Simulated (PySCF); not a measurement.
**Exercise with solution: chemical shift, span and skew from a shielding tensor**

but-1-yne (C4H6), SMILES C(C)C#C. Atoms are numbered in the order given.

```xyz
10

C     -0.2629    -1.9673     0.0000
C      0.1616    -0.8327     0.0000
C      0.6455     0.5478     0.0000
C     -0.4844     1.5885     0.0000
H     -0.6329    -2.9748     0.0000
H      1.2941     0.6993     0.8810
H      1.2941     0.6993    -0.8810
H     -0.0693     2.6082     0.0000
H     -1.1227     1.4752    -0.8894
H     -1.1227     1.4752     0.8894
```
Charge 0, spin multiplicity 1.

Geometry: B3LYP-D3(BJ)/def2-SVP.

GIAO shieldings from KT2/pcSseg-1 (PySCF), non-relativistic, no solvent. The symmetric part of the tensor of C2 has the principal values 3.7, 11.9, 293.1 ppm. The same nucleus in TMS has σ = 185.1 ppm at this level (PySCF, at its B3LYP-D3(BJ)/def2-TZVP geometry).

**Question.** Work out the isotropic shielding, the ¹³C shift against TMS, the span and the skew.

**Answer.** 
σ(iso) = (σ11 + σ22 + σ33)/3 = 102.9 ppm. δ = σ(ref) − σ(iso) = 185.1 − (102.9) = 82.2 ppm.
Span Ω = σ33 − σ11 = 289.4 ppm. Skew κ = 3(σ(iso) − σ22)/Ω = 0.94. Tumbling in solution averages the tensor to δ; in a static solid the shielding alone would spread this spin-1/2 line over Ω.
